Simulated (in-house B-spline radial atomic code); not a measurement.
Rh VIII (Rh7+): [Ne] 3s2 (3p1/2)1 (3p3/2)4 3d10 4s2 4p6 4d3 (with a hole in an inner shell)

Level of theory: Dirac-Hartree-Fock, average of the jj configuration, Fermi nucleus of rms radius 4.4945 fm; calculated with a radial B-spline atomic code at the basis-set limit.

Screening seen three ways: the hydrogenic charge with the same mean radius, Z_r = [3n² - l(l+1)]/(2<r>), the one with the same energy, Z_e = n√(-2ε), and Slater's rules. Values are occupation-weighted means over j. An effective charge above Z reflects the relativistic contraction of the inner shells.

| shell | electrons | ε (eV) | <r> (bohr) | Z_r | Z_e | Slater |
| --- | --- | --- | --- | --- | --- | --- |
| 1s | 2 | -23517 | 0.03262 | 45.99 | 41.57 | 44.70 |
| 2s | 2 | -3618.7 | 0.1412 | 42.50 | 32.62 | 40.85 |
| 2p | 6 | -3254.4 | 0.1236 | 40.47 | 30.93 | 40.85 |
| 3s | 2 | -789.39 | 0.3854 | 35.03 | 22.85 | 34.10 |
| 3p | 5 | -666.91 | 0.3862 | 32.37 | 21.00 | 34.10 |
| 3d | 10 | -472.12 | 0.3635 | 28.89 | 17.67 | 24.85 |
| 4s | 2 | -216.33 | 0.9289 | 25.84 | 15.95 | 18.10 |
| 4p | 6 | -175.03 | 0.9919 | 23.19 | 14.35 | 18.10 |
| 4d | 3 | -119.25 | 1.138 | 18.45 | 11.84 | 9.30 |

The least bound orbital is 4d5/2 at -119 eV, and it is also the most diffuse (<r> = 1.141 bohr). The part-filled 3p shell lies below the filled 4p shell in orbital energy.

For the 1s electron the small component carries 2.71 % of the norm, the zero-frequency Breit interaction raises the level by 47.96 eV, self-energy by 26.76 eV, and vacuum polarisation lowers it by 3.25 eV.
